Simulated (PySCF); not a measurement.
Molecule: `InChI=1S/C6H12F2/c1-5(2,3)6(4,7)8/h1-4H3`.

Bonds (- single, = double, # triple, : aromatic): C1-C2, C2-C3, C2-C4, C2-C5, C5-C6, C5-F7, C5-F8. C1 carries H9, H10, H11; C3 carries H12, H13, H14; C4 carries H15, H16, H17; C6 carries H18, H19, H20.

Geometry PBE0-D3(BJ)/def2-SVP throughout; GIAO in PySCF 2.14.0 with density-fitted response routines, gas phase, one conformer, non-relativistic; equivalent atoms averaged; basis pcSseg-1.

Task: How do the absolute shieldings σ depend on the functional? (ppm; last column core-seconds on shared hosts with different chips, so compare them loosely)

Result: 
| functional | kind | C5 | C2 | C1/C3/C4 | C6 | F7/F8 | H18/H19/H20 | H9/H10/H11/H12/H13/H14/H15/H16/H17 | core-s |
| --- | --- | --- | --- | --- | --- | --- | --- | --- | --- |
| HF | Hartree–Fock | 78.4 | 159.0 | 167.5 | 171.0 | 342.8 | 30.17 | 30.70 | 15 |
| LDA | LDA | 42.3 | 138.4 | 154.0 | 161.2 | 282.6 | 29.32 | 29.81 | 36 |
| B3LYP | global hybrid | 48.8 | 139.0 | 153.2 | 158.7 | 300.0 | 29.89 | 30.36 | 30 |
| PBE0 | global hybrid | 56.5 | 146.0 | 159.1 | 164.5 | 302.9 | 29.79 | 30.27 | 28 |
| B97-2 | global hybrid | 57.1 | 145.3 | 158.5 | 163.7 | 304.0 | 29.89 | 30.36 | 31 |
| BHandHLYP | global hybrid | 60.0 | 146.7 | 158.9 | 163.6 | 317.5 | 29.94 | 30.44 | 29 |
| CAM-B3LYP | range-separated hybrid | 52.4 | 143.3 | 156.8 | 161.6 | 305.8 | 29.82 | 30.31 | 34 |
| wB97X-D | range-separated hybrid | 56.4 | 146.0 | 159.0 | 163.6 | 306.3 | 29.89 | 30.38 | 41 |

Task: Which nucleus moves most, in ppm?

Result: F7/F8 (fluorine of a CF2 group): from 282.6 ppm with LDA to 342.8 ppm with HF. The smallest spread is 0.85 ppm, at H18/H19/H20. Proton shifts span only some 12 ppm, so a few tenths of a ppm matter as much there as several ppm in carbon.
